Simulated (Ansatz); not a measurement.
`CN([SiH2]O)[SiH](F)F`, charge 0, multiplicity 1.

Problem. Give a relaxed structure at PBE0-D4/def2-TZVP (the Gaussian-basis code of Ansatz). (Best estimate.)

Solution. The calculation gave: 
Cartesian coordinates in Å:
```
C -1.451 -0.437 -0.448
N -0.189 -0.027 0.187
Si 1.214 -0.964 -0.190
O 1.640 -0.902 -1.775
Si -0.193 1.371 1.145
F -1.358 1.289 2.222
F -0.545 2.665 0.290
H -1.482 -1.524 -0.559
H -1.569 0.008 -1.439
H -2.307 -0.148 0.165
H 0.913 -2.395 0.031
H 2.293 -0.453 0.691
H 1.937 -0.064 -2.133
H 1.098 1.581 1.813
```
This is one stationary point; other conformers may exist.
